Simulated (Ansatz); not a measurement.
Geometry optimisation, RHF/def2-SVP in Ansatz.

Input file:

```yaml
crystal:
  periodic: [false, false, false]
  atoms:
    - { symbol: Ga, position_ang: [-0.181378, -0.959978, 0.502848] }
    - { symbol: O, position_ang: [0.365725, 0.515576, -0.43682] }
    - { symbol: C, position_ang: [1.397863, 0.741689, -1.333425] }
    - { symbol: C, position_ang: [-1.723514, -0.155062, 1.355517] }
    - { symbol: H, position_ang: [-1.512133, 0.789079, 0.86431] }
    - { symbol: Cl, position_ang: [0.941321, -2.785332, 0.330977] }
    - { symbol: H, position_ang: [2.211189, 0.009749, -1.251912] }
    - { symbol: H, position_ang: [1.825124, 1.735568, -1.162985] }
    - { symbol: H, position_ang: [1.046558, 0.716216, -2.371791] }
    - { symbol: H, position_ang: [-1.67403, -0.061199, 2.43926] }
    - { symbol: H, position_ang: [-2.696627, -0.546406, 1.064022] }
basis:
  gaussian: { orbitals: def2-SVP }
hamiltonian:
  xc: hf
relax:
  f_tol: 0.03
  max_steps: 50
```

Run as:

```bash
$ ansatz run input.yaml --threads 2 --pin off --max-ram 3072MiB --backend cpu --events-out ev --progress --plain --runs-dir out
```

Where does it end, and by what steps?

The run converged. The force dipped under the threshold on the way, but the program's further checks kept it going. After 10 steps the energy has fallen by 0.461 eV; H5 moved furthest, 0.82 Å.

```
step  energy less start (eV)  largest force component (eV/Å)  accepted
   0                  0.0000                           1.273       yes
   1                 -0.2058                           0.992       yes
   2                 -0.3466                           0.443       yes
   3                 -0.4196                           0.288       yes
   4                 -0.4485                           0.322       yes
   5                 -0.4562                           0.116       yes
   6                 -0.4581                           0.133       yes
   7                 -0.4596                           0.067       yes
   8                 -0.4604                           0.025       yes
   9                 -0.4607                           0.047       yes
  10                 -0.4609                           0.024       yes
```

```xyz
11
Properties=species:S:1:pos:R:3
Ga -0.233 -0.519 0.408
O 0.480 0.693 -0.648
C 1.588 0.694 -1.486
C -1.853 -0.187 1.458
H -2.195 0.838 1.318
Cl 0.830 -2.412 0.455
H 2.193 -0.212 -1.386
H 2.225 1.553 -1.260
H 1.275 0.777 -2.531
H -1.660 -0.355 2.519
H -2.649 -0.869 1.153
```

The run took 17 s on 2 threads of Intel(R) Xeon(R) 6975P-C (Granite Rapids), with other jobs on the host, peak memory 0.31 GiB.
